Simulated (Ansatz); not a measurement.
Basis-set series for C₃H₇BFN (`BC(=C)NCF`). Charge 0, multiplicity 1. The structure was optimised at the PBE0-D4/def2-TZVP level. It is one conformer, not always the lowest.

```json
{"atom": "B1", "x (Å)": "-0.262", "y (Å)": "-1.993", "z (Å)": "-0.571"}
{"atom": "C2", "x (Å)": "0.104", "y (Å)": "-0.609", "z (Å)": "-0.018"}
{"atom": "C3", "x (Å)": "1.337", "y (Å)": "-0.452", "z (Å)": "0.509"}
{"atom": "N4", "x (Å)": "-0.809", "y (Å)": "0.431", "z (Å)": "-0.151"}
{"atom": "C5", "x (Å)": "-0.550", "y (Å)": "1.737", "z (Å)": "0.265"}
{"atom": "F6", "x (Å)": "0.366", "y (Å)": "2.408", "z (Å)": "-0.557"}
{"atom": "H7", "x (Å)": "0.440", "y (Å)": "-2.926", "z (Å)": "-0.327"}
{"atom": "H8", "x (Å)": "-1.225", "y (Å)": "-2.134", "z (Å)": "-1.272"}
{"atom": "H9", "x (Å)": "1.953", "y (Å)": "-1.326", "z (Å)": "0.664"}
{"atom": "H10", "x (Å)": "1.762", "y (Å)": "0.511", "z (Å)": "0.772"}
{"atom": "H11", "x (Å)": "-1.536", "y (Å)": "0.294", "z (Å)": "-0.831"}
{"atom": "H12", "x (Å)": "-1.470", "y (Å)": "2.323", "z (Å)": "0.250"}
{"atom": "H13", "x (Å)": "-0.111", "y (Å)": "1.736", "z (Å)": "1.267"}
```

```json
{"functional": "PBE0-D4", "basis": "def2-TZVPP", "functions": "284", "energy (Eh)": "-297.71821", "HOMO (eV)": "-6.71", "LUMO (eV)": "-1.99"}
{"functional": "PBE0-D4", "basis": "def2-QZVPP", "functions": "552", "energy (Eh)": "-297.73469", "HOMO (eV)": "-6.74", "LUMO (eV)": "-2.01"}
{"functional": "ωB97M-V", "basis": "def2-TZVPP", "functions": "284", "energy (Eh)": "-297.93315", "HOMO (eV)": "-8.87", "LUMO (eV)": "-0.02"}
{"functional": "ωB97M-V", "basis": "def2-QZVPP", "functions": "552", "energy (Eh)": "-297.94889", "HOMO (eV)": "-8.90", "LUMO (eV)": "-0.08"}
```

Give the rows for def2-SVP. (An estimate is asked.)

Ansatz gave: 
```
functional     basis  functions  energy (Eh)  HOMO (eV)  LUMO (eV)
   PBE0-D4  def2-SVP        119   -297.37637      -6.59      -1.89
   ωB97M-V  def2-SVP        119   -297.57695      -8.73       0.16
```
